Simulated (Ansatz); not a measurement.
Total energies of F$_{2}$HSn (`[F][SnH][F]`) radical.

```xyz
4

F    -1.464   -0.877   -0.311
Sn    0.153   -0.232    0.497
F     1.400   -0.368   -0.956
H    -0.089    1.476    0.771
```

The species carries charge 0 and has multiplicity 2. Correlated methods include outer-core shells of Sn, which these sets cover unevenly. Sn: def2 effective core potential. The geometry is a stationary point of PBE0-D4/def2-TZVP. Basis def2-TZVPP, Ansatz 0.2.0.

RPA on PBE orbitals: Hartree–Fock energy of these orbitals -412.87600 Eh, correlation -1.18945 Eh (frozen core).

```csv
functional,energy without D4 (Eh),D4 term (kJ/mol)
LDA (SPW92),-413.09464,–
r2SCAN,-414.71137,-1.2
B97M-V,-414.63745,–
PBE0,-414.52132,-4.5
B3LYP,-414.78433,-8.9
r2SCAN0,-414.65049,-1.4
BHLYP,-414.56345,-7.3
CAM-B3LYP,-414.65062,-4.6
LC-ωPBE,-414.63555,–
B2PLYP,-414.39557,–
```

Question: Give the same for PBE, revPBE, BLYP, r2SCANh, HSE06 (plane-wave form), ωB97X-V, ωB97M-V, PBE-QIDH. (Estimate.)

Answer: The calculation gave: 
```csv
functional,energy without D4 (Eh),D4 term (kJ/mol)
PBE,-414.52023,-5.4
revPBE,-414.68959,-15.2
BLYP,-414.65065,-11.9
r2SCANh,-414.68646,-1.2
HSE06 (plane-wave form),-414.51181,-4.2
ωB97X-V,-414.61812,–
ωB97M-V,-414.60971,–
PBE-QIDH,-414.29836,–
```

B3LYP takes the VWN-RPA correlation (the form of Gaussian; ORCA's B3LYP/G). HSE06 is the plane-wave form, built on full-range PBE exchange. The double hybrids freeze the cores in their second-order part.

LC-ωPBE has ω = 0.4 bohr⁻¹.
